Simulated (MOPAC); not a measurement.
Job for MOPAC: PM3 on CdH3N (SMILES [NH2][CdH]), a point of a bond scan (R = 2.236 Å).

```
PM3 1SCF PRECISE CHARGE=0 THREADS=1
CdH3N

Cd    -0.19315055 1    -0.04077904 1    -0.22746535 1
H     -1.56492242 1    -0.30480363 1    -1.97291789 1
N      1.16167798 1     0.26842501 1     1.25041043 1
H      1.49906634 1    -0.57553431 1     1.69861765 1
H      0.84969212 1     0.89030603 1     1.98723929 1
```

The log:

```
*******************************************************************************
 **                                                                           **
 **                              MOPAC v23.2.5                                **
 **                                                                           **
 *******************************************************************************
 ** MOPAC's Digital Object Identifier: https://doi.org/10.5281/zenodo.6511958 **
 **                                                                           **
 ** Please cite the open-source release paper for use of this MOPAC version:  **
 ** J. E. Moussa and J. J. P. Stewart (2026)                                  **
 ** MOPAC: An open-source semiempirical molecular orbital program             **
 ** J. Open Source Softw., 11(119), 8025, https://doi.org/10.21105/joss.08025 **
 *******************************************************************************

                              PM3 CALCULATION RESULTS

 *******************************************************************************
 *  PM3        - The PM3 Hamiltonian to be used
 *
 *
 *
 *                 CHARGE ON SYSTEM = 0
 *
 *
 *
 *  PRECISE    - TIGHTER CRITERIA TO BE USED
 *  1SCF       - DO 1 SCF AND THEN STOP
 *  THREADS=1  - MULTI-THREADING NOT USED
 *  T=         - A TIME OF 172800.0 SECONDS REQUESTED
 *  DUMP=N     - RESTART FILE WRITTEN EVERY 7200.0 SECONDS REQUESTED
 *******************************************************************************
PM3 1SCF PRECISE CHARGE=0 THREADS=1
 CdH3N

   ATOM   CHEMICAL          X               Y               Z
  NUMBER   SYMBOL      (ANGSTROMS)     (ANGSTROMS)     (ANGSTROMS)

     1      Cd         -0.19315055  *  -0.04077904  *  -0.22746535  *
     2       H         -1.56492242  *  -0.30480363  *  -1.97291789  *
     3       N          1.16167798  *   0.26842501  *   1.25041043  *
     4       H          1.49906634  *  -0.57553431  *   1.69861765  *
     5       H          0.84969212  *   0.89030603  *   1.98723929  *



          CARTESIAN COORDINATES

    NO.       ATOM           X           Y           Z

     1        Cd         -0.1932     -0.0408     -0.2275
     2         H         -1.5649     -0.3048     -1.9729
     3         N          1.1617      0.2684      1.2504
     4         H          1.4991     -0.5755      1.6986
     5         H          0.8497      0.8903      1.9872

  H: (PM3): J. J. P. STEWART, J. COMP. CHEM. 10, 209 (1989).
  N: (PM3): J. J. P. STEWART, J. COMP. CHEM. 10, 209 (1989).
 Cd: (PM3): J. J. P. STEWART, J. COMP. CHEM. 12, 320-341 (1991).

           Empirical Formula: H3 N Cd  =     5 atoms



      MOLECULAR POINT GROUP   :   Cs


      RHF CALCULATION, NO. OF DOUBLY OCCUPIED LEVELS = 5


 -------------------------------------------------------------------------------
 PM3 1SCF PRECISE CHARGE=0 THREADS=1
 CdH3N



     1SCF WAS SPECIFIED, SO BFGS WAS NOT USED
     SCF FIELD WAS ACHIEVED


                              PM3 CALCULATION
                                                       MOPAC v23.2.5 Linux




          FINAL HEAT OF FORMATION =         79.25261 KCAL/MOL =     331.59292 KJ/MOL


          COSMO AREA              =         80.94 SQUARE ANGSTROMS
          COSMO VOLUME            =         56.91 CUBIC ANGSTROMS

          IONIZATION POTENTIAL    =          7.610949 EV
          HOMO LUMO ENERGIES (EV) =         -7.611  0.720
          NO. OF FILLED LEVELS    =          5
          MOLECULAR WEIGHT        =        129.4404         POINT GROUP:  Cs

          MOLECULAR DIMENSIONS (Angstroms)

            Atom       Atom       Distance
            H     4    H     2     4.78973
            H     5    H     4     1.60528
            N     3    H     2     0.37074


          SCF CALCULATIONS        =          1





   ATOM   CHEMICAL          X               Y               Z
  NUMBER   SYMBOL      (ANGSTROMS)     (ANGSTROMS)     (ANGSTROMS)

     1      Cd         -0.19315055  *  -0.04077904  *  -0.22746535  *
     2       H         -1.56492242  *  -0.30480363  *  -1.97291789  *
     3       N          1.16167798  *   0.26842501  *   1.25041043  *
     4       H          1.49906634  *  -0.57553431  *   1.69861765  *
     5       H          0.84969212  *   0.89030603  *   1.98723929  *

                             CARTESIAN COORDINATES

   1   Cd       -0.193150550    -0.040779040    -0.227465350
   2    H       -1.564922420    -0.304803630    -1.972917890
   3    N        1.161677980     0.268425010     1.250410430
   4    H        1.499066340    -0.575534310     1.698617650
   5    H        0.849692120     0.890306030     1.987239290


           Empirical Formula: H3 N Cd  =     5 atoms



      MOLECULAR POINT GROUP   :   Cs


                  EIGENVALUES
 -26.22186 -13.07504 -11.54951  -9.21160  -7.61095   0.71963   5.93478   7.05643
  21.52970  21.54409  22.73105


              NET ATOMIC CHARGES AND DIPOLE CONTRIBUTIONS

  ATOM NO.   TYPE          CHARGE      No. of ELECS.   s-Pop       p-Pop
    1         Cd           1.090701        0.9093     0.85700     0.05230
    2          H          -0.394761        1.3948     1.39476
    3          N          -0.734155        5.7342     1.60453     4.12963
    4          H           0.019107        0.9809     0.98089
    5          H           0.019107        0.9809     0.98089
 DIPOLE           X         Y         Z       TOTAL
 POINT-CHG.    -1.925    -0.553    -1.522     2.516
 HYBRID        -0.308    -0.376     1.215     1.308
 SUM           -2.234    -0.929    -0.307     2.439


          ATOMIC ORBITAL ELECTRON POPULATIONS

     Atom    s        px        py        pz
    1 Cd   0.85700   0.02119   0.00271   0.02840
    2  H   1.39476
    3  N   1.60453   1.70764   1.16439   1.25760
    4  H   0.98089
    5  H   0.98089

 **********************
 *                    *
 * JOB ENDED NORMALLY *
 *                    *
 **********************




 == MOPAC DONE ==
```

The run finished.

Cost: about 0.05 core-seconds (a rough figure).
